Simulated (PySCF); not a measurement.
GaH⁺, HF: how much the basis matters

PySCF, UHF reference; doublet, unpaired electrons σ ↑; De to Ga⁺ + H without counterpoise correction.

```tsv
basis	relativity	functions	Re (Å)	ωe (cm⁻¹)	De (eV)	μ (D)
cc-pVDZ-PP/cc-pVDZ	scalar-relativistic core potentials	28	1.650	1274	0.12	0.20
aug-cc-pVDZ-PP/aug-cc-pVDZ	scalar-relativistic core potentials	41	1.651	1249	0.13	0.21
def2-TZVPPD	no relativity	71	1.635	1431	0.26	0.09
```

Question: How does each smaller set differ from the one with most functions, def2-TZVPPD?

Answer: cc-pVDZ-PP/cc-pVDZ: +1.5 pm, -11.0 % in ωe, -0.14 eV in De; aug-cc-pVDZ-PP/aug-cc-pVDZ: +1.6 pm, -12.7 % in ωe, -0.13 eV in De. All at HF; the set with most functions is neither the basis-set limit nor always the best. The rows treat relativity differently, so the differences are not basis effects alone.

A positive dipole points towards H; it is taken about the centre of mass and depends on that origin. Spin–orbit coupling is left out. For an ion De counts to the pair picked by the measured ionisation energies or electron affinities, which need not be the lowest pair at this level. Hartree–Fock leaves out correlation, which carries a large part of most bond energies and some tenths to 1 eV of ionisation energies. The state was picked by a PBE0 search and need not be the measured ground state.
